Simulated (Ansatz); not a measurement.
Z-matrix (Å, degrees):
```
Sc
F 1 1.838
F 1 1.838 2 120.0
F 1 1.838 2 120.0 3 -180.0
```

The species carries charge 0 and has multiplicity 1.

Question: List the r2SCAN/def2-TZVPP orbital energies in eV (the Gaussian-basis code of Ansatz). (Estimate.)

Answer: Ansatz gave: Occupied: -4390.14, -665.45, -665.45, -665.45, -476.92, -392.80, -392.71, -392.71, -56.69, -35.48, -35.48, -35.15, -29.72, -28.93, -28.93, -10.69, -10.68, -10.65, -10.22, -10.22, -9.94, -9.74, -9.74, -9.67. Lowest empty: -3.15, -2.28, -2.28, -0.42, -0.41, 0.04, 0.48, 1.81.
